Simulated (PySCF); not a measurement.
Predicted microwave data (PBE0/pcSseg-1 in PySCF (dipole) on a GFN2-xTB geometry, gas phase) for one isomer of C8H9N:

```
Rotational constants : A = 2618, B = 1563, C = 990.7 MHz
Dipole components    : |μa| = 0.22 D, |μb| = 1.43 D, |μc| = 0.92 D
Inertial defect      : -6.20 u·Å²
κ                    : -0.30
```

Problem. Which candidate fits, each taken in the one conformer that was computed?
A. `[CH2:1]=[CH:2][c:3]1[cH:4][cH:5][cH:6][cH:7][c:8]1[NH2:9]` with C1–C2–C3–C4 32°
B. `[CH3:1][C@@H:2]1[C:3]([C:4]#[N:5])=[C:6]1[CH:7]1[CH2:8][CH2:9]1` with C3–C6–C7–C8 34°
C. `[CH2:1]=[C:2]([CH3:3])[c:4]1[cH:5][cH:6][cH:7][cH:8][n:9]1` with C1–C2–C4–C5 5°
D. `[CH3:1]/[N:2]=[CH:3]/[c:4]1[cH:5][cH:6][cH:7][cH:8][cH:9]1` with N2–C3–C4–C5 1°

Solution. A. It is C=Cc1ccccc1N, an asymmetric top, point group C1. The candidates at the same level (rigid rotor, commonest isotopes):

```csv
SMILES,A (MHz),B (MHz),C (MHz),μa (D),μb (D),μc (D),Δ (u·Å²),point group,rotor
C/N=C/c1ccccc1,5125,921.9,785.2,0.00,1.11,0.02,-3.14,–,near-prolate asymmetric top
C=C(C)c1ccccn1,3700,1291,963.6,1.11,1.35,0.05,-3.46,near Cs,asymmetric top
C=Cc1ccccc1N,2618,1563,990.7,0.22,1.43,0.92,-6.20,C1,asymmetric top
C[C@@H]1C(C#N)=C1C1CC1,1993,1280,867.2,3.92,3.33,0.30,-65.77,C1,asymmetric top
```

`C=C(C)c1ccccn1` has A 41 % too high; `C/N=C/c1ccccc1` has A 96 % too high; `C[C@@H]1C(C#N)=C1C1CC1` has A 24 % too low. No structure here is proved a minimum.
